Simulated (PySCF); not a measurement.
# Spin states of CsRb⁺

Unrestricted PBE0; basis Cs def2-SVPD with ECP46, Rb def2-SVPD with ECP28; scalar-relativistic core potentials; PySCF 2.14. Outer shells of the fragments: Cs+ closed shells only; Rb 5s1.

Followed along the bond (rough minima from three points):

```tsv
2Ms+1	unpaired	⟨S²⟩ at the start	R at minimum (Å)	Te (eV)
2	σ ↑	0.75	5.27	0.00
```

Solutions found at the starting distance of 4.365 Å, counted from the lowest of them; the search is not exhaustive and high or unbound solutions are not listed, so other states can lie among these:

| 2Ms+1 | unpaired | term | E (eV) | ⟨S²⟩ | ⟨Lz²⟩ | μ (D) |
| --- | --- | --- | --- | --- | --- | --- |
| 2 | σ ↑ | ²Σ⁺ | 0.00 | 0.75 | 0.00 | 1.00 |
| 2 | π ↑ | ²Π | 1.80 | 0.75 | 1.00 | 1.70 |
| 2 | δ ↑ | ²Δ | 2.84 | 0.75 | 4.00 | 6.25 |

A term symbol is given only where ⟨S²⟩ and ⟨Lz²⟩ are close to those of a pure state; real π, δ and φ orbitals otherwise mix terms. A positive dipole points towards Rb; it is taken about the centre of mass and depends on that origin.

Spin–orbit coupling is left out. Counting both spins, an empty level lies below a filled one in some of these solutions, because spin and occupation are held.
